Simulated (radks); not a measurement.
Effect of the nuclear size on neutral holmium, [Xe] 4f11 6s2. Calculated with a radial shooting solver on a logarithmic mesh with Libxc functionals: Dirac Kohn-Sham, PBE, spin-unpolarised, spherical densities, finite nucleus; open shells are shared between the two j in proportion to 2j + 1; Fermi nuclear charge, rms radius 5.2022 fm. The rms radius is varied about that value; shifts are against it.

rms radius (fm) = 4.5467: total energy shift (eV) -6.78; density at nucleus (e/bohr^3) 8.364e+05; 1s1/2 shift (meV) -2780; 2s1/2 shift (meV) -368; 5s1/2 shift (meV) -2.76; 5p1/2 shift (meV) 0.306; 6s1/2 shift (meV) -0.101; 4f7/2 shift (meV) 0.509; 6p1/2 (empty) shift (meV) 0.102
rms radius (fm) = 5.0097: total energy shift (eV) -2.06; density at nucleus (e/bohr^3) 8.139e+05; 1s1/2 shift (meV) -845; 2s1/2 shift (meV) -112; 5s1/2 shift (meV) -0.838; 5p1/2 shift (meV) 0.093; 6s1/2 shift (meV) -0.031; 4f7/2 shift (meV) 0.155; 6p1/2 (empty) shift (meV) 0.031
rms radius (fm) = 5.2022: total energy shift (eV) 0; density at nucleus (e/bohr^3) 8.054e+05; 1s1/2 shift (meV) 0.000; 2s1/2 shift (meV) 0.000; 5s1/2 shift (meV) 0.000; 5p1/2 shift (meV) 0.000; 6s1/2 shift (meV) 0.000; 4f7/2 shift (meV) 0.000; 6p1/2 (empty) shift (meV) 0.000
rms radius (fm) = 5.6184: total energy shift (eV) 4.64; density at nucleus (e/bohr^3) 7.882e+05; 1s1/2 shift (meV) 1900; 2s1/2 shift (meV) 252; 5s1/2 shift (meV) 1.89; 5p1/2 shift (meV) -0.209; 6s1/2 shift (meV) 0.069; 4f7/2 shift (meV) -0.348; 6p1/2 (empty) shift (meV) -0.070
rms radius (fm) = 6.3207: total energy shift (eV) 13.1; density at nucleus (e/bohr^3) 7.625e+05; 1s1/2 shift (meV) 5350; 2s1/2 shift (meV) 708; 5s1/2 shift (meV) 5.31; 5p1/2 shift (meV) -0.588; 6s1/2 shift (meV) 0.194; 4f7/2 shift (meV) -0.979; 6p1/2 (empty) shift (meV) -0.196

Slopes of the eigenvalues against <r^2> in GHz/fm^2, as finite differences over the two radii next to the reference (eigenvalue slopes, not the field-shift constants of lines): 1s1/2 103000, 2s1/2 13600, 5s1/2 102, 5p1/2 -11.3, 6s1/2 3.72, 4f7/2 -18.8, 6p1/2 (empty) -3.76.
